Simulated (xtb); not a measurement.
xtb input (GFN2-xTB):

```bash
xtb mol.xyz --gfn 2 --ohess tight --chrg 1 --uhf 0
```
mol.xyz:
```
9

B      1.24424012     0.26704474    -0.15592495
Cl     1.78769851     1.89866129    -0.56356196
Cl     2.33806971    -0.91734113     0.80252136
O     -0.06682692    -0.26745284    -0.68828985
C     -1.04154674    -0.01851409     0.24530350
H     -0.91062829    -0.51236815     1.24745284
H     -2.03615116    -0.36091164    -0.19688066
H     -1.21433289     1.10673081     0.38793601
H     -0.04981736    -1.19087638    -1.10216033
```

End of the output:

```
normal termination of xtb
       2     99.98    -1.03003 ( 94.11%)    -0.85106 (  5.89%)    -1.01949
       3    181.47    -0.68968 ( 99.43%)    -0.67455 (  0.57%)    -0.68959
       4    230.68    -0.55862 ( 99.78%)    -0.60350 (  0.22%)    -0.55872
   ------------------------------------------------------------------------

   temp. (K)  partition function   enthalpy   heat capacity  entropy
                                   cal/mol     cal/K/mol   cal/K/mol   J/K/mol
 298.15  VIB   63.7                 2620.886     15.633     16.289
         ROT  0.246E+06              888.752      2.981     27.646
         INT  0.156E+08             3509.639     18.614     43.935
         TR   0.117E+28             1481.254      4.968     40.084
         TOT                        4990.8927    23.5817    84.0191   351.5360

       T/K    H(0)-H(T)+PV         H(T)/Eh          T*S/Eh         G(T)/Eh
   ------------------------------------------------------------------------
    298.15    0.795349E-02    0.643384E-01    0.399202E-01    0.244182E-01
   ------------------------------------------------------------------------

         :::::::::::::::::::::::::::::::::::::::::::::::::::::
         ::                  THERMODYNAMIC                  ::
         :::::::::::::::::::::::::::::::::::::::::::::::::::::
         :: total free energy         -18.159991201857 Eh   ::
         ::.................................................::
         :: total energy              -18.184409449040 Eh   ::
         :: zero point energy           0.056384943998 Eh   ::
         :: G(RRHO) w/o ZPVE           -0.031966696815 Eh   ::
         :: G(RRHO) contrib.            0.024418247183 Eh   ::
         :::::::::::::::::::::::::::::::::::::::::::::::::::::

optimized geometry written to: xtbopt.xyz

           -------------------------------------------------
          | TOTAL ENERGY              -18.184409449040 Eh   |
          | TOTAL ENTHALPY            -18.120071011303 Eh   |
          | TOTAL FREE ENERGY         -18.159991201857 Eh   |
          | GRADIENT NORM               0.000329240880 Eh/α |
          | HOMO-LUMO GAP               4.697635483827 eV   |
           -------------------------------------------------

------------------------------------------------------------------------
------------------------------------------------------------------------
 total:
 SCF:
 ANC optimizer:
 analytical hessian:
```

It need not be the lowest isomer of its formula.
